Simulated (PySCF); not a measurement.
**Ionisation energy of N²⁺ by level of theory**

N²⁺ [He] 2s2 2p1 (2P) → N³⁺ [He] 2s2 (1S), as a difference of total energies. All numbers are calculated (PySCF 2.14, no relativity, point nucleus, in dyall-av2z). Correlated levels: valence: 1s2 frozen; virtual orbitals above 40 to 60 times the deepest correlated orbital energy dropped. The calculations carry no spin-orbit coupling.

```
           method  ionisation energy (eV)
              UHF                  47.275
              LDA                  47.860
              PBE                  48.012
             PBE0                  47.994
           r2SCAN                  48.198
           revPBE                  47.972
        CAM-B3LYP                  48.217
          wB97X-V                  47.735
            HSE06                  48.026
    MP2 (valence)                  47.342
SCS-MP2 (valence)                  47.277
```

A first-order spin-orbit estimate (lowest level to lowest level, LS coupling) adds 0.014 eV.

Errors of the correlated levels include the incompleteness of this basis and the frozen core.

Question: Which method comes closest to the reference value, and which is furthest?

Answer: The reference is 47.445 eV (semi-empirical (NIST evaluation); NIST Atomic Spectra Database, ionization energies). Closest: MP2 (valence) (error -0.089 eV); furthest: CAM-B3LYP (error 0.786 eV), both after the spin-orbit estimate.
